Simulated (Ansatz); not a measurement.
Basis-set extrapolation for `O[SiH](O)S[SiH](O)Cl` (PBE0-D4/def2-TZVP geometry, frozen core, Ansatz 0.2.0). Multiplicity 1, RHF reference.

```json
{"": "HF", "def2-TZVPP": "-1662.838414", "def2-QZVPP": "-1662.892110"}
{"": "MP2 correlation", "def2-TZVPP": "-1.318960", "def2-QZVPP": "-1.434717"}
{"": "CCSD(T) correlation", "def2-TZVPP": "-1.422383", "def2-QZVPP": "not run"}
```

Energies in hartree. Use E(X) = E(∞) + A·exp(−7.88·√X) for Hartree–Fock and E(X) = E(∞) + B·X^(−2.97) for correlation, with X = 3 and 4, and add CCSD(T) minus MP2 of the smaller set to the MP2 limit.

Task: What is the CCSD(T) energy at the basis-set limit?

Result: HF limit: -1662.892110 + (-0.053696) × 0.13774 = -1662.89951. MP2 limit: -1.434717 + (-0.115757) × 0.74074 = -1.52046. Higher-order term: -1.422383 − (-1.318960) = -0.10342. Total: -1664.52339 hartree, 689.4 kJ/mol below CCSD(T)/def2-TZVPP.
